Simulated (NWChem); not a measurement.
# NbClF$_{4}$; SMILES [F][Nb]([F])([F])([F])[Cl]

Not confirmed as a minimum by frequencies. def2 effective core potentials on Nb; no spin-orbit coupling.

Question: Give the equilibrium geometry at PBE0/def2-SVP with def2 effective core potentials on Nb (NWChem) as an XYZ file, with the point group.

Answer: point group C4v; any orientation.
```
6

Nb     0.0000     0.0000    -0.1384
F      0.6724     1.6390    -0.6696
F      1.6390    -0.6724    -0.6696
F     -1.6390     0.6724    -0.6696
F     -0.6724    -1.6390    -0.6696
Cl     0.0000     0.0000     2.1106
```
